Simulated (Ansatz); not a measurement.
allene (C₃H₄), singlet, geometry from GFN2-xTB, atoms displaced at random by about 0.05 Å a coordinate. Base run: PBE/def2-SV(P) in Ansatz (a program for electronic structure).

Ansatz was given this input:
Ansatz 0.2 input:
```yaml
crystal:
  periodic: [false, false, false]
  atoms:
    - {symbol: C, position_ang: [0.10804451, -0.02014267, 0.05301784]}
    - {symbol: C, position_ang: [-0.02348883, -0.00562308, 1.23988840]}
    - {symbol: C, position_ang: [-0.01689250, 0.02328513, -1.21563368]}
    - {symbol: H, position_ang: [0.00433225, 0.92704282, 1.90563964]}
    - {symbol: H, position_ang: [0.02119852, -0.87499088, 1.73978603]}
    - {symbol: H, position_ang: [0.89699911, 0.03660401, -1.78072803]}
    - {symbol: H, position_ang: [-0.97171632, 0.02958347, -1.86594425]}
basis:
  gaussian:
    orbitals: def2-SV_P_.json
hamiltonian:
  xc: pbe
relax: {}
```
The basis file holds def2-SV(P) in the JSON format of the Basis Set Exchange.

Variants of this job, named by their change:

```
change                          ΔE vs base (µEh)  optimiser steps
------------------------------  ----------------  ---------------
base                                         0.0                7
relax = max_displacement: 0.5                0.0                7
relax = f_tol: 0.1                          37.0                5
relax = escape_saddle: false                 0.0                7
relax = f_tol: 0.0005                        0.0                8
relax = f_tol: 0.002                         0.0                8
relax = max_displacement: 0.02               0.0               12
```
